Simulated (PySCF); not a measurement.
Isomers of C3H4S. Gas-phase values, no solvent. One relaxed conformer stands for each flexible species; it need not be the lowest. Strings in code marks are SMILES.

The LUMO from two functionals at the same geometries (PBE0-D3(BJ)/def2-TZVP), both in PySCF: PBE-D3(BJ)/def2-TZVP and B3LYP-D3(BJ)/def2-TZVP. B3LYP has the VWN-RPA correlation part, as in Gaussian. 

| species | B3LYP-D3(BJ)/def2-TZVP (eV) |
|---|---|
| `C(#CC)S` | -0.22 |
| `C1(C=C1)S` (H–S–C–C torsion 152°) | -0.62 |
| `S=C1CC1` | -2.33 |
| `SC1=CC1` (H–S–C–C torsion 180°) | -0.02 |

Question: What does PBE-D3(BJ)/def2-TZVP give for each?

Answer: 
- `C(#CC)S`: -0.94
- `C1(C=C1)S` (H–S–C–C torsion 152°): -1.44
- `S=C1CC1`: -3.06
- `SC1=CC1` (H–S–C–C torsion 180°): -0.78
Over these rows, drawn at random from the members with no instability flagged (it was tested for open shells, ions and some series alone), PBE minus B3LYP-D3(BJ): mean -0.76 eV, from -0.82 eV to -0.71 eV.
